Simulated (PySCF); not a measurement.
# Silicon: a sound run and one with changed settings

Sound run: Si⁺ [Ne] 3s2 3p1, Si²⁺ [Ne] 3s2. Calculation: PySCF 2.14, in cc-pV(T+d)Z; the non-relativistic Hamiltonian (point nucleus). In the sound run the correlated levels freeze [Ne]. The sound run starts from symmetry-adapted Hartree-Fock orbitals and uses a fine grid where one is needed.

Changed run: all electrons correlated in a basis built for the valence shell.

```tsv
species	method	sound run (hartree)	changed run (hartree)	converged
Si⁺	MP2	-288.61707	-288.72280	yes
Si⁺	CCSD(T)	-288.63545	-288.74281	yes
Si²⁺	MP2	-288.02590	-288.13209	yes
Si²⁺	CCSD(T)	-288.03890	-288.14681	yes
```

Ionisation energy of Si⁺:

| method | sound run (eV) | changed run (eV) |
| --- | --- | --- |
| UHF | 15.823 | 15.823 |
| MP2 | 16.086 | 16.074 |
| SCS-MP2 | 16.075 | 16.063 |
| CCSD | 16.203 | 16.193 |
| CCSD(T) | 16.233 | 16.218 |

A valence basis has no tight correlating functions, so it recovers only part of the core correlation, and not evenly between atom and ion.

For comparison, NIST gives 16.346 eV between the lowest levels.
